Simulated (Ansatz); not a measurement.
CH2O, triplet, geometry from GFN2-xTB (a higher spin typed on purpose: for a closed-shell molecule this is an excited state); B3LYP/STO-3G (Ansatz, a program for electronic structure).

Ansatz was given this input:
Ansatz 0.2 input:
```yaml
crystal:
  periodic: [false, false, false]
  atoms:
    - {symbol: C, position_ang: [-0.53139059, 0.09875113, 0.20377579]}
    - {symbol: O, position_ang: [0.67582481, -0.13093537, -0.13337683]}
    - {symbol: H, position_ang: [-1.28481427, -0.64171074, -0.11474272]}
    - {symbol: H, position_ang: [-0.93344069, 1.09668689, -0.04089743]}
basis:
  gaussian:
    orbitals: STO-3G
    final_grid: {core_spheres: 14, valence_spheres: 28, degree: 59}
hamiltonian:
  xc: b3lyp
magnetization: {spin_polarized: true, initial_magnetization: 2}
```

The log (banner, timings and long lists left out):

```
Functional definition: B3LYP
165 factors; integrals over basis functions are off by at most 2.0e-5 eV
mean field evaluation 1: about -3070.9146 eV, gradient 4.2e0 eV
mean field evaluation 2: about -3071.1024 eV, gradient 1.9e0 eV
mean field evaluation 4: about -3071.1300 eV, gradient 1.8e-1 eV
mean field evaluation 8: about -3071.1154 eV, gradient 2.9e-3 eV
mean field -3071.11540851 eV, -112.8614095860 hartree, gradient 3.5e-5 eV, S^2 2.001135; 0 other end points of the search recorded, 0 dependent functions left out
reference -3071.11551904 eV, -112.8614136477 hartree; 9, 7 occupied and 3, 5 virtual orbitals, 165 factors
Total energy: -3071.11551904 eV, -112.8614136477 hartree
```
